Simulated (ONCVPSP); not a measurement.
**Plane-wave convergence, ONCV potential for chlorine**

- Element: Cl
- Generator: ONCVPSP 4.0.1
- Type: optimised norm-conserving Vanderbilt (ONCV)
- Functional: LDA (Perdew-Zunger)
- Relativity: non-relativistic
- Frozen core: [Ne]
- Valence charge: 7
- Reference configuration: 3s1.5 3p5.5
- Partial waves: 3s: rc 1.40 bohr, ncon 4, nbas 7, qcut 5.4 1/bohr, 3 projectors, debl 3.9 Ha; 3p: rc 1.30 bohr, ncon 3, nbas 7, qcut 5.6 1/bohr, 1 projector
- Local potential: polynomial inside 0.85 bohr (lpopt 5, dvloc0 3 Ha)
- Core correction: Teter function, fcfact 3, rcfact 1.5

**Question.** For each optimised wave give the share of its norm inside rc, the residual kinetic energy above qcut (Ha) and the cutoffs (Ha) for errors of 10, 1, 0.1 and 0.01 mHa per electron.

**Answer.**

```
         wave  norm inside rc  residual KE  10 mHa  1 mHa  0.1 mHa  0.01 mHa
           3s           0.460      1.4e-03    10.8   16.0     52.0      63.6
s projector 2           0.086      3.7e-03    12.7   17.9     49.1      64.7
s projector 3           0.074      5.0e-02    17.7   63.4    113.2     127.0
           3p           0.271      2.3e-04     5.3    7.8     26.5      88.9
```

The occupied waves need 16 Ha and 52 Ha for 1 and 0.1 mHa.
